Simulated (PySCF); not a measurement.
BeH3NSe, SMILES [NH2][Be][SeH].

Coordinates come from a PBE0-D3(BJ)/def2-TZVP optimisation. The values are those of a single conformer.

The numbers are results of TDDFT-LC-ωPBE/def2-SVPD in PySCF 2.14.0, not measurements.

Vertical excitations.  State labels are in the subgroup Cs.

```
state  symmetry  energy (eV)  λ (nm)      f                                                                      main pairs
-----  --------  -----------  ------  -----  ------------------------------------------------------------------------------
S1           A"         5.70     218  0.015             HOMO→LUMO+2 36 %, HOMO→LUMO+4 27 %, HOMO→LUMO 12 %, HOMO→LUMO+3 9 %
S2           A"         6.38     194  0.091            HOMO→LUMO 34 %, HOMO→LUMO+6 17 %, HOMO→LUMO+2 14 %, HOMO→LUMO+3 13 %
S3           A'         6.67     186  0.068                                                                HOMO−1→LUMO 80 %
S4           A"         6.70     185  0.000                       HOMO−1→LUMO+5 47 %, HOMO−1→LUMO+1 40 %, HOMO−1→LUMO+8 8 %
S5           A'         6.75     184  0.122                            HOMO→LUMO+1 40 %, HOMO→LUMO+5 37 %, HOMO−1→LUMO 10 %
S6           A"         7.07     175  0.012                             HOMO→LUMO+9 51 %, HOMO→LUMO+3 23 %, HOMO→LUMO+4 8 %
S7           A'         7.50     165  0.006                        HOMO−2→LUMO+2 40 %, HOMO−2→LUMO 20 %, HOMO−2→LUMO+4 14 %
S8           A"         7.78     159  0.001            HOMO→LUMO+2 32 %, HOMO→LUMO 23 %, HOMO→LUMO+6 19 %, HOMO→LUMO+4 12 %
S9           A'         7.92     157  0.260  HOMO−1→LUMO+3 36 %, HOMO−1→LUMO+6 17 %, HOMO−1→LUMO+4 12 %, HOMO−1→LUMO+9 10 %
S10          A"         7.96     156  0.005          HOMO→LUMO+3 26 %, HOMO→LUMO+6 25 %, HOMO→LUMO+7 16 %, HOMO→LUMO+4 13 %
T1           A"         5.21     238      0             HOMO→LUMO+2 34 %, HOMO→LUMO+4 27 %, HOMO→LUMO 10 %, HOMO→LUMO+3 7 %
T2           A'         5.78     214      0                             HOMO→LUMO+5 43 %, HOMO→LUMO+1 43 %, HOMO→LUMO+8 8 %
T3           A"         6.01     206      0            HOMO→LUMO 33 %, HOMO→LUMO+2 15 %, HOMO→LUMO+6 15 %, HOMO→LUMO+4 12 %
T4           A'         6.23     199      0                                                                HOMO−1→LUMO 83 %
```
Triplets are in the Tamm–Dancoff approximation, which puts them higher than full response would, so one can lie above its singlet here.
